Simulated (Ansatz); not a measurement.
`CBC=[Se]` + H–F → `CBF` + `C=[Se]` at 700 K and 1 bar (ligand exchange at a B–C bond).

Program: Ansatz. Geometries: PBE0-D4/def2-TZVP. ΔE: electronic, gas phase. CCSD(T)/CBS is the MP2 limit (def2-TZVPP, def2-QZVPP) plus CCSD(T) − MP2 in def2-TZVPP, frozen cores. This one scheme is used for every species. For Se outer-core shells are correlated without core-valence functions, which leaves a few kJ/mol of doubt a bond. Scalar relativity is left out up to krypton. One conformer a species, not always the lowest.

```json
{"species": "`CBC=[Se]`", "CCSD(T)/CBS energy (Eh)": "-2504.57879", "H − E (kJ/mol)": "232.6", "S (J/(mol·K))": "422.6"}
{"species": "H–F", "CCSD(T)/CBS energy (Eh)": "-100.39570", "H − E (kJ/mol)": "45.2", "S (J/(mol·K))": "198.5"}
{"species": "`CBF`", "CCSD(T)/CBS energy (Eh)": "-165.10297", "H − E (kJ/mol)": "181.4", "S (J/(mol·K))": "343.0"}
{"species": "`C=[Se]`", "CCSD(T)/CBS energy (Eh)": "-2439.91603", "H − E (kJ/mol)": "93.4", "S (J/(mol·K))": "283.7"}
```

H − E and S are ideal-gas, rigid-rotor, harmonic terms from PBE0-D4/def2-TZVP, for one conformer and one mirror image of each species. 1 Eh = 2625.50 kJ/mol, R = 8.31446 J/(mol·K).

Task: By hand: ΔE, ΔH, ΔS and ΔG.

Result: ΔE = (-165.10297) + (-2439.91603) − (-2504.57879) − (-100.39570) = -0.04451 Eh = -116.9 kJ/mol. Δ(H − E) = 181.4 + 93.4 − 232.6 − 45.2 = -3.0, so ΔH = -119.9 kJ/mol. ΔS = 343.0 + 283.7 − 422.6 − 198.5 = 5.6 J/(mol·K). ΔG = -119.9 − 700 × (5.6)/1000 = -123.8 kJ/mol.

Task: By hand: the equilibrium constant, and the temperature at which ΔG would vanish if ΔH and ΔS stayed fixed.

Result: log₁₀ K = −ΔG/(RT ln 10) = 9.2. ΔH and −TΔS have one sign here, so there is no such temperature. One of them is within its doubt of zero, so this could turn.

The number of gas molecules stays the same, so ΔS is small and ΔH decides. A doubt of 5 kJ/mol in ΔE shifts log₁₀ K by 0.4 here. Other conformers and mirror images would add mixing entropy, several J/(mol·K) or more a flexible species. These are equilibria of isolated gas molecules and say nothing of rates. Largest T1 diagnostic: 0.018 (customary marks: 0.02 for closed shells, 0.045 for open ones).
